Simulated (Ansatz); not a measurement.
Species: HAlClS, SMILES `[SH][Al][Cl]` (H–S–Al–Cl torsion 180°) (charge 0, multiplicity 2).

Problem. Give a relaxed geometry from CAM-B3LYP-D3(BJ)/def2-TZVP (Ansatz, an electronic-structure program).

Solution. One answer among several that fit: the end point of this relaxation, one of several conformers (outside a Z-matrix the atoms follow the SMILES, hydrogens last).
Cartesian coordinates (Å) in one orientation:
```xyz
4

S     -1.123    -0.137     0.654
Al     0.642     0.237    -0.587
Cl     2.400    -0.753     0.014
H     -1.919     0.654    -0.080
```
